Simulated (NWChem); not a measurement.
System: CaO; SMILES [Ca]=[O]

```xyz
2

Ca     0.0000     0.0000    -0.6226
O      0.0000     0.0000     1.4135
```
Atoms are numbered in this order, from 1.

Level: B3LYP/6-31G* (spherical d) (NWChem), optimised geometry, unscaled harmonic frequencies. 

```
frequency (cm⁻¹)  IR intensity (km/mol)
----------------  ---------------------
642                                23.2
```

```json
{
 "zero_point_energy": "0.9 kcal/mol",
 "thermal correction to the enthalpy at 298.15 K (with zero-point energy)": "3.1 kcal/mol",
 "heat capacity Cv": "5.9 cal/(mol K)",
 "entropy at 298.15 K and 1 atm (symmetry number 1)": "53.0 cal/(mol K)",
 "dipole_moment": "6.88 D"
}
```

Rigid rotor and harmonic oscillator.
